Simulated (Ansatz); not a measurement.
H₄O₃Zr, SMILES [OH][ZrH]([OH])[OH], multiplicity 1.

Geometry optimised at B3LYP-D3(BJ)/def2-SVP. The spin state was assumed, not searched. The structure was generated by enumeration; whether it is a known compound was not checked. The def2 effective core potentials stand for the cores of Zr; spin–orbit coupling is left out. One conformer was computed; it need not be the lowest.

Two levels are set side by side: PBE/def2-SVPD (Ansatz, an electronic-structure program) and PBE0/def2-SVPD (Ansatz). Energy differences of separate SCF runs at the same geometry; the states with an electron removed or added have multiplicity 2 and 2. Differences are taken from unrounded values.

| quantity | PBE0 |
|---|---|
| vertical ionisation energy (eV) | 9.93 |
| vertical singlet–triplet gap (eV) | 5.06 |

Q: What does PBE give, and how far is it from PBE0? (The exact figures need the calculation; the answer reports its results.)

A: 
```csv
quantity,PBE,PBE minus PBE0
vertical ionisation energy (eV),9.68,-0.26
vertical singlet–triplet gap (eV),5.09,0.03
```
